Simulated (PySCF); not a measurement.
**Vertical excitation energies**

Species: C8H8O.
InChI=1S/C8H8O/c9-5-7-3-1-2-6-4-8(6)7/h1-3,9H,4-5H2

Level of theory: PySCF 2.14.0, density-fitted response routines, TDDFT B3LYP/def2-SVPD, vertical, gas phase, core orbitals frozen in the response. Geometry: GFN2-xTB, one conformer, isolated molecule. Torsions of this conformer, `[OH:1][CH2:2][c:3]1[cH:4][cH:5][cH:6][c:7]2[c:8]1[CH2:9]2`: O1–C2–C3–C4 -54°, H–O1–C2–C3 -56°.

| state | λ (nm) | E (eV) | f | \|μ\| (D) | main configurations (H = HOMO, L = LUMO) |
| --- | --- | --- | --- | --- | --- |
| S1 | 241.8 | 5.13 | 0.042 | 1.48 | H→L (72%), H-1→L+1 (22%) |
| S2 | 221.9 | 5.59 | 0.012 | 0.77 | H-2→L (58%), H-1→L (29%), H→L+1 (8%) |
| S3 | 216.5 | 5.73 | 0.0008 | 0.20 | H→L+1 (53%), H-2→L (28%), H-1→L (11%) |
| S4 | 207.6 | 5.97 | 0.0035 | 0.39 | H-2→L+1 (83%), H-1→L+1 (9%) |
| S5 | 201.3 | 6.16 | 0.0075 | 0.57 | H→L+2 (91%) |
| S6 | 200.6 | 6.18 | 0.188 | 2.83 | H-3→L (34%), H-1→L (32%), H→L+1 (19%) |
| S7 | 189.1 | 6.56 | 0.083 | 1.82 | H-1→L+2 (28%), H-3→L (28%), H-1→L+1 (18%) |
| S8 | 188.1 | 6.59 | 0.205 | 2.86 | H-1→L+1 (33%), H-1→L+2 (19%), H-3→L+1 (12%) |

Triplets (Tamm–Dancoff): T1 4.04 eV, H→L+1 (54%), H-1→L (23%), H→L (16%); T2 4.37 eV, H→L (79%), H→L+1 (11%); T3 4.64 eV, H-1→L (62%), H→L+1 (32%).

The lowest singlet comes at 242 nm (495 kJ/mol) in the ultraviolet; it is of moderate strength; its leading configuration is HOMO→LUMO (72%). The strongest level in the table is S8 at 6.59 eV (188 nm, f = 0.205). It is the last of those listed, so stronger ones may follow. Löwdin shares by element: HOMO carbon 70% or more (atoms not listed hold the other 30%); LUMO carbon 58% or more (atoms not listed hold the other 42%). Of the 8 states listed, 5 reach f = 0.01 and none stays under 0.0005. The listed states span 1.46 eV, and the widest gap between neighbours is 0.46 eV (S1 to S2). Orbital energies (eV): HOMO-3 -8.23, HOMO-2 -7.65, HOMO-1 -7.19, HOMO -6.74, LUMO -0.80, LUMO+1 -0.40, LUMO+2 0.27. Only the lowest 8 singlets were computed, as vertical energies without vibronic structure.
